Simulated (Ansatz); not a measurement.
Mulliken charges of FGeH₅SSi, SMILES `[F][GeH2][SiH2]S` from ωB97M-V/def2-TZVPP in Ansatz (PBE0-D4/def2-TZVP geometry).

```csv
atom,x (Å),y (Å),z (Å),charge (e)
F1,-1.446,0.947,-1.757,-0.391
Ge2,0.046,1.093,-0.859,0.356
Si3,0.411,-1.005,0.224,0.137
S4,-1.095,-1.403,1.686,-0.222
H5,1.117,1.474,-1.899,0.005
H6,-0.177,2.255,0.127,0.003
H7,1.777,-1.000,0.815,-0.010
H8,0.302,-2.109,-0.760,0.003
H9,-0.847,-0.296,2.406,0.118
```

Q: By hand: the dipole of these point charges (1 e Å = 4.8032 D).

A: Σ q r = (0.769, 0.175, 0.302) e Å, of length 0.845 e Å = 4.06 D.

Q: How does the dipole of the full density compare? (Estimate.)

A: Ansatz gave: (0.467, 0.084, 0.265) e Å, 2.61 D; the point charges give 1.56 times that, at 9° from its direction.

Point charges leave out the atoms' own dipoles, such as those of lone pairs, and Mulliken's split depends on the basis, so the two needn't agree.
